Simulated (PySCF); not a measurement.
Mapped SMILES: `[CH3:1][CH2:2][O:3][P:4](=[O:5])([O:6][CH2:7][CH3:8])[O:9][CH2:10][CH3:11]` (H(Xn): hydrogen on atom n).

- shielding tensors at CAM-B3LYP/pcSseg-1 (GIAO)
- coordinates at the PBE0-D3(BJ)/def2-SVP level
- run in PySCF 2.14.0 with density-fitted response routines
- gas phase, relativity neglected, one conformer, one averaged value for each set of equivalent atoms

Referencing at the same level of theory: ¹³C (182.45 ppm) and ¹H (31.33 ppm) vs TMS; ¹⁷O (338.55 ppm) against H2O; H3PO4 for ³¹P (299.17 ppm).

```
             atoms  nucleus  count  δ (ppm)
         C1/C8/C11      ¹³C      3     18.0
                P4      ³¹P      1     -3.6
H(C1)/H(C8)/H(C11)       ¹H      9        ?
          O3/O6/O9      ¹⁷O      3    110.3
H(C2)/H(C7)/H(C10)       ¹H      6        ?
         C2/C7/C10      ¹³C      3     62.4
                O5      ¹⁷O      1    127.5
```

Problem. Fill in the missing shifts.

Solution. 
- H(C2)/H(C7)/H(C10): 3.92 ppm, hydrogen on an sp3 CH2 bonded to O; its carbon carries O, hence the downfield position
- H(C1)/H(C8)/H(C11): 1.30 ppm, hydrogen on a methyl carbon

Shifts are as computed, not scaled to solution data. Of 1211 compounds with measured shifts, 218 miss one by over three times the rms of a fit or turn the order of signals round; such compounds aren't used in these exercises. Experimental scales use liquid or dissolved standards, which lie at an offset from isolated H2O (liquid H2O: subtract about 36 ppm) and H3PO4.
